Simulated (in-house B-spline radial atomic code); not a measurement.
The numbers below are computed, except where a source is named.
# Weak and strong correlation along the adiabatic connection

Two-electron singlets in several external potentials (atomic units), by full CI in B-splines with partial waves to l = 8 (correlation energies up to 0.6 % small). The repulsion is scaled by λ at fixed density; W(λ) is the mean repulsion less the Hartree energy, W(0) = E_x, and the area under W from 0 to 1 is E_xc.

Relative drop (W(λ) − E_x)/E_x:

| system | λ = 0.12 | λ = 0.25 | λ = 0.4 | λ = 0.6 | λ = 0.8 | λ = 1 |
| --- | --- | --- | --- | --- | --- | --- |
| −V exp(−r²/w²), V = 10.2, w = 8.36 | 0.0217 | 0.0428 | 0.0644 | 0.0893 | 0.1106 | 0.1289 |
| −Z/r, Z = 0.75, wall at 12 bohr | 0.0504 | 0.0939 | 0.1330 | 0.1719 | 0.2007 | 0.2229 |
| −V exp(−r²/w²), V = 7.53, w = 1.15 | 0.0096 | 0.0196 | 0.0304 | 0.0440 | 0.0566 | 0.0683 |
| −Z/r, Z = 7.35, wall at 0.895 bohr | 0.0025 | 0.0052 | 0.0083 | 0.0123 | 0.0163 | 0.0201 |
| empty sphere, radius 2.16 bohr | 0.0164 | 0.0328 | 0.0502 | 0.0709 | 0.0893 | 0.1057 |
| ω²r²/2 − Z/r, ω = 4.85, Z = 0.5 | 0.0064 | 0.0132 | 0.0207 | 0.0303 | 0.0394 | 0.0481 |
| −Z/r, Z = 1.04 | 0.0324 | 0.0622 | 0.0912 | 0.1230 | 0.1489 | 0.1704 |

(1) Order the systems by how far second-order (GL2) theory, half the initial slope (estimated from the first points of each curve), overshoots the correlation energy, least first.
A. −Z/r, Z = 7.35, wall at 0.895 bohr
B. ω²r²/2 − Z/r, ω = 4.85, Z = 0.5
C. −Z/r, Z = 1.04
D. −Z/r, Z = 0.75, wall at 12 bohr
E. empty sphere, radius 2.16 bohr
F. −V exp(−r²/w²), V = 10.2, w = 8.36
G. −V exp(−r²/w²), V = 7.53, w = 1.15

(2) What else changes along this order?

Results:

(1) A (GL2/E_c = 1.03), B (GL2/E_c = 1.09), G (GL2/E_c = 1.13), E (GL2/E_c = 1.22), F (GL2/E_c = 1.31), C (GL2/E_c = 1.45), D (GL2/E_c = 1.67).

(2) The ratio follows the bend of the curve. With it the leading natural occupation goes from 1.999 to 1.831 and −T_c/E_c from 0.97 to 0.59 between the first and the last.
